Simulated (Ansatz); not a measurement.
`B[SiH](F)F` + `[OH][Zn][SH]` → `[BH2][Zn][OH]` + `F[SiH](F)S`  (redistribution)

Program: Ansatz. Geometries: PBE0-D4/def2-TZVP. ΔE: electronic, gas phase. CBS: MP2 limit from def2 TZ/QZ plus the TZ coupled-cluster correction, frozen cores. DFT in def2-TZVPP. B3LYP here is the variant with VWN-RPA as its local correlation; programs differ in this. HSE06 is defined as in plane-wave codes. For Zn outer-core shells are correlated without core-valence functions, which leaves a few kJ/mol of doubt a bond. Scalar relativity is left out up to krypton. One conformer a species, not always the lowest.

`B[SiH](F)F`:

```xyz
7

B    -0.300   -0.724    0.939
Si    0.203    0.452   -0.615
F    -1.085    1.081   -1.311
F     1.098    1.685   -0.147
H     0.438   -0.864    1.866
H    -1.316   -1.351    0.929
H     0.963   -0.280   -1.660
```

`[OH][Zn][SH]`:

```xyz
5

O    -1.038   -1.198   -1.006
Zn    0.112   -0.075   -0.260
S     1.611    1.190    0.620
H    -1.895   -0.830   -1.228
H     1.210    0.912    1.874
```

`[BH2][Zn][OH]`:

Cartesian coordinates in Å:
```
B -0.840 -1.125 -0.491
Zn 0.201 0.483 0.200
O 1.007 1.948 0.820
H -0.296 -2.132 -0.840
H -2.035 -1.118 -0.574
H 1.963 1.944 0.885
```

`F[SiH](F)S`:

Z-matrix (Å, degrees):
```
Si
F 1 1.585
S 1 2.104 2 111.3
F 1 1.585 2 105.3 3 120.8
H 1 1.470 2 109.7 3 -121.2
H 3 1.346 1 93.3 2 58.6
```

```
             level  ΔE (kJ/mol)  difference from CCSD(T)/CBS
       LDA (SPW92)         -4.9                        -17.1
            PBE-D4         -0.6                        -12.8
         revPBE-D4         -1.3                        -13.5
           BLYP-D4         -0.6                        -12.8
         r2SCAN-D4          1.0                        -11.2
            B97M-V          3.0                         -9.2
           PBE0-D4          6.7                         -5.5
          B3LYP-D4          5.2                         -7.0
        r2SCANh-D4          3.5                         -8.7
        r2SCAN0-D4          6.8                         -5.4
          HSE06-D4          7.1                         -5.1
          BHLYP-D4         13.0                          0.8
      CAM-B3LYP-D4          6.7                         -5.5
           ωB97X-V          8.7                         -3.5
           ωB97M-V          1.2                        -11.0
            B2PLYP          7.1                         -5.1
          PBE-QIDH          9.9                         -2.3
               PBE          0.6                        -11.6
            revPBE          2.4                         -9.8
            r2SCAN          1.2                        -11.0
              PBE0          7.7                         -4.5
             B3LYP          7.3                         -4.9
           r2SCANh          3.7                         -8.5
           r2SCAN0          7.1                         -5.1
             HSE06          8.0                         -4.2
         CAM-B3LYP          7.6                         -4.6
           LC-ωPBE          8.3                         -3.9
RPA@PBE/def2-TZVPP          7.9                         -4.3
       HF/def2-SVP         29.6                         17.4
      MP2/def2-SVP          6.5                         -5.7
     CCSD/def2-SVP         11.1                         -1.1
  CCSD(T)/def2-SVP          8.2                         -4.0
     HF/def2-TZVPP         29.6                         17.4
    MP2/def2-TZVPP          4.2                         -8.0
   CCSD/def2-TZVPP         11.5                         -0.7
CCSD(T)/def2-TZVPP          8.3                         -3.9
     HF/def2-QZVPP         31.7                         19.5
SCS-MP2/def2-QZVPP         11.2                         -1.0
     MP2/CBS(def2)          8.2                         -4.0
    CCSD/CBS(def2)         15.4                          3.2
       CCSD(T)/CBS         12.2                            0
```

Largest T1 diagnostic among the species: 0.017.

Leaving LDA and LC-ωPBE aside and taking each functional with its dispersion term where it has one, the values spread over 14.3 kJ/mol, from revPBE-D4 to BHLYP-D4. LDA lies −5.5 kJ/mol from PBE without D4. At CCSD(T), def2-SVP lies −4.0 kJ/mol from the extrapolated value and def2-TZVPP −3.9 kJ/mol. In def2-TZVPP, CCSD(T) changes the Hartree–Fock value by −21.3 kJ/mol (the triples alone add −3.2 kJ/mol) and MP2 by −25.3 kJ/mol.
